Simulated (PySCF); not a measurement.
C3H5N3, SMILES N#C/N=C\CN. Geometry: B3LYP-D3(BJ)/def2-SVP. The structure was generated by enumeration; whether it is a known compound was not checked. The values are those of a single conformer.

Question: Give the equilibrium geometry at B3LYP-D3(BJ)/def2-SVP (PySCF confirms it by a frequency run) as bond lengths and angles. (An estimate is asked for; the answer gives what the named calculation found.)

Answer: Several could match; the one computed here: 
Atoms: N1 C2 N3 C4 C5 N6 H7 H8 H9 H10 H11. Bonded distances (Å): N1–C2 1.166, C2–N3 1.336, N3–C4 1.282, C4–C5 1.507, C4–H7 1.102, C5–N6 1.456, C5–H8 1.105, C5–H9 1.102, N6–H10 1.020, N6–H11 1.020. Bond angles (°): N1–C2–N3 174.0, C2–N3–C4 122.1, N3–C4–C5 127.9, N3–C4–H7 115.8, C5–C4–H7 116.1, C4–C5–N6 112.6, C4–C5–H8 108.7, C4–C5–H9 109.9, N6–C5–H8 108.9, N6–C5–H9 109.8, H8–C5–H9 106.8, C5–N6–H10 112.0, C5–N6–H11 111.2, H10–N6–H11 107.5.
